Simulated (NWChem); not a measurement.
[NH2][Mo]([OH])(=[S])=[O] (MoNH3SO2), optimised at PBE0/def2-SVP with NWChem:

highest occupied level (eV): -7.38
orbital gap (eV): 4.86
dipole (D): 3.99

All stand in one matching conformer (torsions within 35°), which need not be the lowest. For one or both, no frequency run checked for a minimum. def2 effective core potentials on Mo; no spin-orbit coupling.

One O atom is replaced by S, giving [NH2][Mo](=[O])(=[S])[SH] (MoNH3S2O), optimised at the same level. How do these values move?


```
quantity                     new value  change
---------------------------  ---------  ------
highest occupied level (eV)      -7.53   -0.15
orbital gap (eV)                  4.59   -0.27
dipole (D)                        4.02   +0.03
```
